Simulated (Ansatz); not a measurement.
Reaction (formal exchange of groups at a Ge–Se bond): `[GeH3][SeH]` + `COC#CN` → `NC#C[O][GeH3]` + `C[SeH]`

Isolated molecules relaxed with PBE0-D4/def2-TZVP in Ansatz; ΔE leaves out vibrations. CCSD(T)/CBS adds triple-zeta CCSD(T) − MP2 to the extrapolated MP2 energy (def2 sets, frozen cores). Functionals use def2-TZVPP. For Ge, Se outer-core shells are correlated without core-valence functions, which leaves a few kJ/mol of doubt a bond. Scalar relativity is left out up to krypton. Each species was taken in one conformer, which may not be the lowest.

`[GeH3][SeH]`:

Z-matrix (Å, degrees):
```
Ge
Se 1 2.357
H 1 1.536 2 110.4
H 1 1.536 2 110.4 3 121.8
H 1 1.533 2 104.9 3 -119.1
H 2 1.469 1 93.0 3 -60.2
```

`COC#CN`:

```xyz
10

C     0.218   -1.221    1.666
O    -0.315    0.079    1.403
C    -0.235    0.452    0.160
C    -0.178    0.829   -0.980
N    -0.086    1.198   -2.276
H    -0.324   -1.974    1.089
H     1.279   -1.253    1.408
H     0.085   -1.396    2.732
H    -0.971    1.306   -2.750
H     0.527    1.980   -2.452
```

`NC#C[O][GeH3]`:

Cartesian coordinates in Å:
```
N 2.378 -1.207 0.725
C 1.281 -0.763 0.065
C 0.337 -0.411 -0.592
O -0.678 -0.038 -1.316
Ge -1.910 1.004 -0.483
H 2.181 -1.843 1.483
H 3.016 -0.481 1.013
H -2.463 0.197 0.698
H -1.189 2.276 -0.020
H -2.953 1.266 -1.573
```

`C[SeH]`:

Z-matrix (Å, degrees):
```
C
Se 1 1.949
H 1 1.088 2 110.6
H 1 1.087 2 110.6 3 -123.3
H 1 1.089 2 106.0 3 118.4
H 2 1.468 1 95.4 3 61.7
```

```tsv
level	ΔE (kcal/mol)	difference from CCSD(T)/CBS
r2SCAN-D4	-1.7	1.0
ωB97X-V	-2.1	0.6
ωB97M-V	-2.0	0.7
PBE	-0.7	2.0
PBE0	-0.4	2.3
SCS-MP2/def2-TZVPP	-4.5	-1.8
CCSD(T)/def2-TZVPP	-3.4	-0.7
HF/def2-QZVPP	-1.6	1.1
MP2/def2-QZVPP	-4.2	-1.5
CCSD/CBS(def2)	-2.4	0.3
CCSD(T)/CBS	-2.7	0
```

Largest T1 diagnostic among the species: 0.013.

In def2-TZVPP, CCSD(T) changes the Hartree–Fock value by −2.1 kcal/mol (the triples alone add −0.3 kcal/mol) and MP2 by −3.1 kcal/mol.
